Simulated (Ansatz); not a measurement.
```xyz
6

C    -0.0229    0.0238   -0.7029
C     0.0451   -0.0141    0.6490
H     0.0071   -0.9752   -1.2178
H    -0.0247    0.8992   -1.2697
H     0.0182   -0.9572    1.2018
H     0.0414    0.9100    1.2587
```

Basis set: aug-cc-pVDZ (spherical functions). Correlated methods keep 2 orbitals frozen. Charge 0, multiplicity 1.

Computed with Ansatz (development build ahead of 0.2.0); each method stands on the lowest determinant of its kind that the runs found. Restricted open shells among the atoms or ions are ROHF, correlated in semicanonical orbitals with singles.

Question: Give the atomization energy at this shape (free ground-state atoms in the same class of orbitals less the molecule, no zero-point energy) of singlet C2H4 by RHF-MP2, RHF.

Answer:

| method | atomization energy |
| --- | --- |
| RHF-MP2 | 2221.3 kJ/mol |
| RHF | 1772.0 kJ/mol |
